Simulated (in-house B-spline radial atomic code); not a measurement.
Configurations of Si III (Si2+), with energies counted from [Ne] 3s2. Computed with a B-spline radial code for spherical atoms: Dirac-Hartree-Fock, average of configuration, Fermi nucleus of rms radius 3.1224 fm. Energies include first-order Breit, QED and recoil terms.

Occupations are held fixed; configurations that lie above the ionisation limit could autoionise.

```json
{"configuration": "[Ne] 3s1 (3p1/2)1", "E - E(ref) (eV)": "6.6851", "highest orbital": "3p1/2", "its <r> (bohr)": "2.244"}
{"configuration": "[Ne] 3s1 (4f7/2)1", "E - E(ref) (eV)": "24.325", "highest orbital": "4f7/2", "its <r> (bohr)": "5.934"}
{"configuration": "[Ne] 3s1 (7p3/2)1", "E - E(ref) (eV)": "28.932", "highest orbital": "7p3/2", "its <r> (bohr)": "19.55"}
{"configuration": "[Ne] 3s1 (7g7/2)1", "E - E(ref) (eV)": "29.518", "highest orbital": "7g7/2", "its <r> (bohr)": "21.16"}
{"configuration": "[He] 2s2 (2p1/2)1 (2p3/2)4 3s2 (4d5/2)1", "E - E(ref) (eV)": "123.86", "highest orbital": "4d5/2", "its <r> (bohr)": "6.029"}
{"configuration": "[He] 2s2 (2p1/2)1 (2p3/2)4 3s2 (6d3/2)1", "E - E(ref) (eV)": "128.87", "highest orbital": "6d3/2", "its <r> (bohr)": "15.61"}
{"configuration": "[He] 2s1 2p6 3s2 (6d3/2)1", "E - E(ref) (eV)": "181.88", "highest orbital": "6d3/2", "its <r> (bohr)": "15.56"}
```

(1) Order these further configurations by energy, lowest first.
A. [Ne] 3s1 (5g7/2)1
B. [Ne] 3s1 (7d3/2)1
C. [He] 2s1 2p6 3s2 (4d3/2)1
D. [He] 2s1 2p6 3s2 (6g7/2)1
E. [He] 2s2 (2p1/2)1 (2p3/2)4 3s2 (6f5/2)1

(2) How far above the reference does [He] 2s1 2p6 3s2 (7f5/2)1 lie?

(3) How far above the reference does [Ne] 3s1 (4d5/2)1 lie?

Results:

(1) A (27.119 eV), B (29.411 eV), E (129.12 eV), C (176.88 eV), D (182.17 eV).

(2) 183.06 eV; its least bound orbital is 7f5/2 with <r> = 22.26 bohr.

(3) 23.785 eV; its least bound orbital is 4d5/2 with <r> = 6.404 bohr.
